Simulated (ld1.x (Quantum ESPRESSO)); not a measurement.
# Which change was made? (Rh, PAW)

```json
{
 "Element": "Rh",
 "Generator": "ld1.x (Quantum ESPRESSO) 7.5",
 "Type": "PAW",
 "Functional": "PBEsol",
 "Relativity": "scalar-relativistic",
 "Frozen core": "[Kr]",
 "Valence charge": "9",
 "Reference configuration": "4d9 5s0 5p0",
 "Partial waves": "5s (bound, empty): rcut 2.40, rcutus 3.05 bohr; 5s channel at 1.15 Ry: rcut 2.40, rcutus 3.05 bohr; 5p (bound, empty): rcut 3.30, rcutus 3.65 bohr; 5p channel at 0.35 Ry: rcut 3.30, rcutus 3.65 bohr; 4d (bound): rcut 1.85, rcutus 2.15 bohr; 4d channel at 1.3 Ry: rcut 1.85, rcutus 2.15 bohr",
 "Local potential": "all-electron potential smoothed inside 1.90 bohr (lloc = -1)",
 "Core correction": "Bessel-smoothed model core inside 2.05 bohr",
 "Augmentation charge": "BESSEL, radius 2.00 bohr"
}
```

Cutoffs, loose and tight: the cutoffs (Ry, on a coarse ladder) from which the occupation-weighted sum of valence levels, in a spherical-Bessel basis at the reference potential, stays within 10 and 1 mRy of its value at 400 Ry. They do not see the model core or the augmentation charge, which bear on the density cutoff. Test errors are all-electron minus pseudo excitation energies from the reference, over the configurations 4d8 5s1 5p0; 4d8 5s0 5p0; 4d7 5s0 5p0; 4d7 5s2 5p0; 4d8 5s0 5p1; 4d7 5s1 5p0; 4d5 5s0 5p0; variants that change the core or the reference have their own tests. The largest error is taken over the tests solved by every variant that gives reliable tests at all, those not shown here included: 4d7 5s0 5p0; 4d8 5s0 5p0; 4d8 5s0 5p1.

The base gives: outcome: generated; cutoff, loose: 21 Ry; cutoff, tight: 40 Ry; bound ghosts: s; largest test error (meV): -157.

Q: After one change the result is: outcome: generated, overlap not positive; bound ghosts: p (s not tested, overlap not positive); largest test error (meV): -154. Which change was it?
A. all radii but the core radius scaled by about 0.96 (s 2.94, p 3.52, d 2.08 bohr, rcut 2.32/3.18/1.78); local potential all-electron potential smoothed inside 1.84 bohr (lloc = -1); augmentation BESSEL, radius 1.94 bohr
B. all radii but the core radius scaled by about 1.38 (s 4.20, p 5.04, d 2.96 bohr, rcut 3.30/4.54/2.54); local potential all-electron potential smoothed inside 2.62 bohr (lloc = -1); augmentation BESSEL, radius 2.76 bohr
C. all radii but the core radius scaled by about 1.18 (s 3.60, p 4.32, d 2.54 bohr, rcut 2.84/3.90/2.18); local potential all-electron potential smoothed inside 2.24 bohr (lloc = -1); augmentation BESSEL, radius 2.36 bohr
D. all radii but the core radius scaled by about 0.75 (s 2.28, p 2.72, d 1.60 bohr, rcut 1.80/2.46/1.38); local potential all-electron potential smoothed inside 1.42 bohr (lloc = -1); augmentation BESSEL, radius 1.50 bohr

A: D. The others give: all radii but the core radius scaled by about 1.38 (s 4.20, p 5.04, d 2.96 bohr, rcut 3.30/4.54/2.54); local potential all-electron potential smoothed inside 2.62 bohr (lloc = -1); augmentation BESSEL, radius 2.76 bohr → outcome: generated; cutoff, loose: 12 Ry; cutoff, tight: 18 Ry; bound ghosts: none; largest test error (meV): -186 | all radii but the core radius scaled by about 0.96 (s 2.94, p 3.52, d 2.08 bohr, rcut 2.32/3.18/1.78); local potential all-electron potential smoothed inside 1.84 bohr (lloc = -1); augmentation BESSEL, radius 1.94 bohr → outcome: generated; cutoff, loose: 25 Ry; cutoff, tight: 40 Ry; bound ghosts: s; largest test error (meV): -156 | all radii but the core radius scaled by about 1.18 (s 3.60, p 4.32, d 2.54 bohr, rcut 2.84/3.90/2.18); local potential all-electron potential smoothed inside 2.24 bohr (lloc = -1); augmentation BESSEL, radius 2.36 bohr → outcome: generated; cutoff, loose: 15 Ry; cutoff, tight: 25 Ry; bound ghosts: none; largest test error (meV): -163. A file whose overlap is not positive is unfit for use, and its test errors describe a broken file.
